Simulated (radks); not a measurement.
Values are calculated unless marked as measured or tabulated.
All-electron atom: As in [Ar] 3d9 4s2 4p4 (not the ground configuration).

Level of theory: Dirac Kohn-Sham, PBE, spin-unpolarised, spherical densities, point nucleus; open shells fill j = l - 1/2 first (a radial shooting solver on a logarithmic mesh with Libxc functionals).

Energy parts (hartree):
total: -2259.47454
kinetic: 2310.61577
electron-nucleus: -5442.84572
Hartree: 955.88999
exchange-correlation: -83.13458

Orbitals (lengths in bohr, moments of r in powers of bohr; r(90%) holds 90 % of the orbital's charge):
\begin{tabular}{lrrrrr}
orbital & occ. & eigenvalue (hartree) & <r> & r(90%) & <r^4> \\ \hline
1s1/2 & 2 & -431.0138 & 0.04550 & 0.0813 & 0.00001999 \\
2s1/2 & 2 & -55.13041 & 0.2025 & 0.314 & 0.004066 \\
2p1/2 & 2 & -49.30419 & 0.1747 & 0.286 & 0.002836 \\
2p3/2 & 4 & -47.96114 & 0.1784 & 0.291 & 0.003040 \\
3s1/2 & 2 & -7.40557 & 0.5935 & 0.885 & 0.2624 \\
3p1/2 & 2 & -5.44404 & 0.6031 & 0.923 & 0.3107 \\
3p3/2 & 4 & -5.25516 & 0.6133 & 0.938 & 0.3319 \\
3d3/2 & 4 & -1.89853 & 0.6495 & 1.08 & 0.6216 \\
3d5/2 & 5 & -1.87012 & 0.6536 & 1.08 & 0.6377 \\
4s1/2 & 2 & -0.61357 & 1.840 & 2.75 & 24.84 \\
4p1/2 & 2 & -0.24457 & 2.311 & 3.59 & 73.70 \\
4p3/2 & 2 & -0.23200 & 2.360 & 3.67 & 80.44 \\
\end{tabular}

The highest occupied level is 4p3/2 at -6.313 eV. The density falls to 0.001 e/bohr^3 at r = 4.32 bohr. Summed over all electrons, <r^2> = 42.11 bohr^2, which gives a Langevin (diamagnetic) susceptibility term of -33.4 x 10^-6 cm^3/mol.
